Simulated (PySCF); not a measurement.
# Cu⁺ (copper, charge +1) across methods

[Ar] 3d9 4s1, high-spin 3D determinant (an excited configuration). Computed with PySCF 2.14 in x2c-QZVPPall, with scalar relativity by spin-free X2C-1e. The B2PLYP total includes its PT2 part (frozen core); its orbital energies are those of the SCF part.

```json
{"method": "B2PLYP", "E (hartree)": "-1654.148", "mean ε 3d α (eV)": "-24.909", "mean ε 3d β (eV)": "-23.488", "mean ε 4s α (eV)": "-15.584", "Σ⟨r²⟩ (bohr²)": "22.94", "⟨S²⟩": "2.000"}
{"method": "r2SCAN", "E (hartree)": "-1654.401", "mean ε 3d α (eV)": "-19.751", "mean ε 3d β (eV)": "-18.399", "mean ε 4s α (eV)": "-14.518", "Σ⟨r²⟩ (bohr²)": "22.89", "⟨S²⟩": "2.001"}
{"method": "wB97X", "E (hartree)": "-1654.474", "mean ε 3d α (eV)": "-24.576", "mean ε 3d β (eV)": "-23.370", "mean ε 4s α (eV)": "-16.917", "Σ⟨r²⟩ (bohr²)": "22.96", "⟨S²⟩": "2.000"}
{"method": "PBE", "E (hartree)": "-1654.188", "mean ε 3d α (eV)": "-19.452", "mean ε 3d β (eV)": "-18.196", "mean ε 4s α (eV)": "-14.178", "Σ⟨r²⟩ (bohr²)": "23.09", "⟨S²⟩": "2.000"}
{"method": "TPSS", "E (hartree)": "-1654.453", "mean ε 3d α (eV)": "-19.386", "mean ε 3d β (eV)": "-18.147", "mean ε 4s α (eV)": "-14.123", "Σ⟨r²⟩ (bohr²)": "23.04", "⟨S²⟩": "2.001"}
{"method": "LDA", "E (hartree)": "-1651.544", "mean ε 3d α (eV)": "-19.774", "mean ε 3d β (eV)": "-18.487", "mean ε 4s α (eV)": "-14.438", "Σ⟨r²⟩ (bohr²)": "22.99", "⟨S²⟩": "2.000"}
{"method": "UHF", "E (hartree)": "-1652.92510", "mean ε 3d α (eV)": "-29.579", "mean ε 3d β (eV)": "-27.899", "mean ε 4s α (eV)": "-16.599", "Σ⟨r²⟩ (bohr²)": "23.03", "⟨S²⟩": "2.001"}
```

Problem. Estimate the same row for PBE0.

Solution. E (hartree) = -1654.191; mean ε 3d α (eV) = -22.147; mean ε 3d β (eV) = -20.808; mean ε 4s α (eV) = -14.916; Σ⟨r²⟩ (bohr²) = 22.95; ⟨S²⟩ = 2.000.
